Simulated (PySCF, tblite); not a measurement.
Rigid-rotor lines calculated for a species of formula C6H14O2Si (commonest isotopes; PBE0/pcSseg-1 in PySCF (dipole) on a GFN2-xTB geometry, gas phase), labelled J(Ka,Kc):

| transition | MHz |
| --- | --- |
| 2(1,1) ← 1(1,0) | 3422.8 |
| 1(0,1) ← 0(0,0) | 1656.3 |
| 1(1,1) ← 0(0,0) | 3053.7 |
| 2(0,2) ← 1(0,1) | 3306.2 |
| 2(1,2) ← 1(1,1) | 3202.2 |

Question: Find the rotational constants.

Answer: 1(0,1) ← 0(0,0) is B + C, 2(1,1) ← 1(1,0) is 3B + C and 2(1,2) ← 1(1,1) is B + 3C, so B − C is half the difference of the last two, 110.3 MHz. 1(1,1) ← 0(0,0) is A + C. A = 2280.7, B = 883.3, C = 773.0 MHz.

Question: What moments of inertia, asymmetry and inertial defect follow?

Answer: I = 505379 MHz·u·Å² over each constant: Ia = 221.59, Ib = 572.17, Ic = 653.79 u·Å²; κ = (2B − A − C)/(A − C) = -0.854 (asymmetric top); Δ = Ic − Ia − Ib = -139.97 u·Å².

Question: Which dipole components do these lines need?

Answer: μa and μb (a-type: ΔKa even, ΔKc odd; b-type: both odd). The calculation gives |μa| = 2.07 D, |μb| = 0.20 D, |μc| = 0.92 D.

Question: Where do these fall, and of which type are they? 2(2,0) ← 1(1,0); 3(3,1) ← 3(2,2); 3(3,1) ← 2(2,0); 3(1,2) ← 2(0,2); 2(2,0) ← 2(1,1); 2(1,1) ← 1(0,1); 2(0,2) ← 1(1,1); 3(3,0) ← 2(2,1); 3(0,3) ← 2(0,2); 2(2,1) ← 2(1,2).

Answer: 
```json
{"transition": "2(0,2) ← 1(1,1)", "MHz": "1909", "type": "b", "branch": "R"}
{"transition": "2(2,0) ← 2(1,1)", "MHz": "4199", "type": "b", "branch": "Q"}
{"transition": "2(2,1) ← 2(1,2)", "MHz": "4523", "type": "b", "branch": "Q"}
{"transition": "2(1,1) ← 1(0,1)", "MHz": "4930", "type": "c", "branch": "R"}
{"transition": "3(0,3) ← 2(0,2)", "MHz": "4944", "type": "a", "branch": "R"}
{"transition": "3(1,2) ← 2(0,2)", "MHz": "6754", "type": "c", "branch": "R"}
{"transition": "3(3,1) ← 3(2,2)", "MHz": "7267", "type": "b", "branch": "Q"}
{"transition": "2(2,0) ← 1(1,0)", "MHz": "7621", "type": "c", "branch": "R"}
{"transition": "3(3,1) ← 2(2,0)", "MHz": "12229", "type": "b", "branch": "R"}
{"transition": "3(3,0) ← 2(2,1)", "MHz": "12236", "type": "b", "branch": "R"}
```

Question: Which structure gave them?

Answer: `C[Si@H](OC=O)C(C)(C)C`, point group C1. Three constants can't fix a structure by themselves; this is the one that was computed:
```
atom  x, y, z in Å
C1     1.674    1.679    0.071
Si2    0.871    0.024    0.530
O3     1.535   -1.198   -0.424
C4     2.800   -1.515   -0.362
O5     3.608   -1.024    0.367
C6    -0.986   -0.077    0.075
C7    -1.738    1.029    0.813
C8    -1.563   -1.431    0.495
C9    -1.198    0.101   -1.430
H10    1.288    2.493    0.675
H11    1.504    1.930   -0.974
H12    2.748    1.632    0.227
H13    1.097   -0.340    1.930
H14    3.043   -2.317   -1.083
H15   -1.375    2.009    0.516
H16   -2.804    0.978    0.591
H17   -1.610    0.932    1.888
H18   -1.047   -2.243   -0.013
H19   -1.463   -1.579    1.568
H20   -2.622   -1.487    0.242
H21   -0.661   -0.665   -1.986
H22   -2.257    0.019   -1.673
H23   -0.850    1.077   -1.762
```

The values belong to one conformer (point group C1) with, in the numbering `[CH3:1][Si@H:2]([O:3][CH:4]=[O:5])[C:6]([CH3:7])([CH3:8])[CH3:9]`, C1–Si2–O3–C4 63°, Si2–O3–C4–O5 2°. Its GFN2-xTB frequencies are all real (lowest 36 cm⁻¹). Zero-point vibration and centrifugal distortion are left out. A rigid rotor knows nothing of internal rotation, which can split or shift real lines.
